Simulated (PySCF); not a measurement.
Stretching AsN⁺

Set-up: PySCF, no relativity, basis sets As aug-pcseg-1, N aug-pcseg-1. Energies in eV from As⁺ + N in their ground configurations at the same level. State: ²Π (doublet), unpaired electrons π ↑.

All columns are PBE0. A positive dipole points towards N; it is taken about the centre of mass and depends on that origin.

```tsv
R (Å)	E (eV)	μ (D)	Mulliken charge on As (basis-dependent)	HOMO (eV)	LUMO (eV)	Mayer bond order	⟨S²⟩
1.468	-1.447	-1.62	1.43	-16.97	-14.86	1.86	0.75
1.536	-2.377	-1.67	1.42	-16.93	-14.49	1.89	0.76
1.605	-2.883	-1.70	1.41	-16.88	-14.15	1.91	0.76
1.656	-3.058	-1.72	1.41	-16.72	-13.92	1.93	0.76
1.707	-3.103	-1.72	1.40	-16.41	-13.71	1.94	0.78
1.758	-3.054	-1.69	1.38	-16.10	-13.52	1.90	0.83
1.827	-2.899	-1.59	1.35	-15.75	-13.32	1.76	0.98
1.912	-2.639	-1.45	1.30	-15.48	-13.10	1.56	1.19
2.014	-2.286	-1.33	1.25	-15.28	-12.90	1.38	1.38
2.151	-1.804	-1.22	1.17	-15.15	-12.73	1.21	1.57
```

A fit through these points gives, at Re = 1.703 Å, μ = -1.72 D and dμ/dR = 0.152 D/Å; the reduced mass is 11.8 u.

Problem. How strong is the fundamental in the double-harmonic approximation, I = 42.26·(dμ/dR)²/μred km/mol?

Solution. I = 42.26·(0.152)²/11.8 = 0.0827 km/mol at PBE0.

⟨S²⟩ of the unrestricted solution departs from its pure value on part of the curve, where spin states mix. Spin–orbit coupling is left out. For an ion De counts to the pair picked by the measured ionisation energies or electron affinities, which need not be the lowest pair at this level. The state was picked by a PBE0 search and need not be the measured ground state.
